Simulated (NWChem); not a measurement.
# C₅H₆; SMILES C#CC(=C)C

```xyz
11

C     -0.0448    -2.2115     0.0000
C      0.0522    -1.0014     0.0000
C      0.1112     0.4306     0.0000
C      1.2941     1.0691     0.0000
C     -1.2098     1.1498     0.0000
H     -0.1172    -3.2834     0.0000
H      2.2372     0.5189     0.0000
H      1.3381     2.1613     0.0000
H     -1.8043     0.8721    -0.8847
H     -1.8043     0.8721     0.8847
H     -1.0671     2.2392     0.0000
```
Atoms are numbered in this order, from 1.

Results from NWChem. Geometry: optimised at PBE0/def2-SVP. Ions are spin-unrestricted doublets at the neutral geometry; other ion states weren't tried.

```json
[
 {"level": "B3LYP/def2-SVPD", "−ε(HOMO) (eV)": "6.79"},
 {"level": "PBE/def2-SVPD", "−ε(HOMO) (eV)": "5.96"},
 {"level": "Hartree-Fock/def2-SVPD", "−ε(HOMO) (eV)": "…"}
]
```

Problem. Complete the blanks.

Solution. 
- Hartree-Fock/def2-SVPD, −ε(HOMO) (eV): 9.21
